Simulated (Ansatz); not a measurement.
`c1cc(-c2ccncc2)ccn1`, charge 0, multiplicity 1.

**Question.** Give a relaxed structure at PBE0-D4/def2-TZVP (Ansatz). (Estimate.)

**Answer.** Computed: 
```xyz
20

C     2.238    0.122   -2.088
C     1.112   -0.394   -1.468
C     0.598    0.252   -0.348
C    -0.598   -0.252    0.348
C    -1.532    0.616    0.906
C    -2.642    0.091    1.548
N    -2.876   -1.211    1.673
C    -1.982   -2.037    1.142
C    -0.843   -1.616    0.476
C     1.264    1.394    0.087
C     2.386    1.824   -0.602
N     2.876    1.211   -1.673
H     2.645   -0.366   -2.969
H     0.627   -1.275   -1.872
H    -1.412    1.689    0.821
H    -3.384    0.756    1.981
H    -2.182   -3.099    1.257
H    -0.144   -2.344    0.084
H     0.929    1.930    0.967
H     2.921    2.709   -0.269
```
Point group D2.
This is one stationary point; other conformers may exist.
